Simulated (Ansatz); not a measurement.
Geometry optimisation, DFT LDA, scalar-relativistic, plane waves, PAW in Ansatz.

Input:

```yaml
crystal:
  lattice:
    - [0.0, 5.43, 5.43]
    - [5.43, 0.0, 5.43]
    - [5.43, 5.43, 0.0]
  atoms:
    - { symbol: Si, position: [0.0, 0.0, 0.0] }
    - { symbol: Si, position: [0.125, 0.125, 0.125] }
    - { symbol: Si, position: [0.0, 0.0, 0.5] }
    - { symbol: Si, position: [0.125, 0.125, 0.625] }
    - { symbol: Si, position: [0.0, 0.5, 0.0] }
    - { symbol: Si, position: [0.125, 0.625, 0.125] }
    - { symbol: Si, position: [0.0, 0.5, 0.5] }
    - { symbol: Si, position: [0.125, 0.625, 0.625] }
    - { symbol: Si, position: [0.5, 0.0, 0.0] }
    - { symbol: Si, position: [0.625, 0.125, 0.125] }
    - { symbol: Si, position: [0.5, 0.0, 0.5] }
    - { symbol: Si, position: [0.625, 0.125, 0.625] }
    - { symbol: Si, position: [0.5, 0.5, 0.0] }
    - { symbol: Si, position: [0.625, 0.625, 0.125] }
    - { symbol: Si, position: [0.5, 0.5, 0.5] }
    - { symbol: Si, position: [0.625, 0.625, 0.625] }
    - { symbol: Ga, position: [0.24933751, 0.24909311, 1.25002442], spin: 1.0 }
magnetization:
  spin_polarized: true
basis:
  ecutwfc: 420.0
kpoints:
  mp_grid: { grid: [2, 2, 2] }
hamiltonian:
  xc: lda
  pseudopotentials: { kind: paw, azcp: { folder: soft_1 } }
scf:
  occupations: { method: fermi_dirac, width: 0.05 }
  lower_state_search: "off"
relax:
  f_tol: 0.03
  max_steps: 60
  adjacent_minimum: "off"
```

Command:

```bash
$ ansatz run input.yaml --threads 2 --pin off --max-ram 5120MiB --backend cpu --events-out ev --progress --plain --runs-dir out
```

Where does it end, and by what steps?

The forces met the threshold. The force dipped under the threshold on the way, but the program's further checks kept it going. Limits of this set-up: coarse k mesh, PAW files made for another functional. After 3 steps the energy has fallen by 0.290 eV; Si2 moved furthest, 0.08 Å.

| step | energy less start (eV) | largest force component (eV/Å) | accepted |
| --- | --- | --- | --- |
| 0 | 0.0000 | 0.885 | yes |
| 1 | -0.2524 | 0.344 | yes |
| 2 | -0.2895 | 0.015 | yes |
| 3 | -0.2895 | 0.015 | yes |

```xyz
17
Lattice="0.0000 5.4300 5.4300 5.4300 0.0000 5.4300 5.4300 5.4300 0.0000" Properties=species:S:1:pos:R:3
Si -0.001 -0.001 -0.002
Si 1.310 1.310 1.310
Si 2.715 2.715 -0.031
Si 4.119 4.119 1.312
Si 2.715 -0.030 2.715
Si 4.118 1.313 4.118
Si 5.460 2.715 2.715
Si 6.775 4.085 4.085
Si -0.030 2.715 2.715
Si 1.313 4.118 4.118
Si 2.715 5.460 2.715
Si 4.085 6.775 4.085
Si 2.715 2.715 5.460
Si 4.084 4.084 6.775
Si 5.430 5.430 5.431
Si 6.776 6.776 6.776
Ga 8.142 8.143 2.710
```

The run took 10 s on 2 threads of AMD EPYC 9R45 96-Core Processor (Zen 5), on a shared host, peak memory 0.73 GiB.
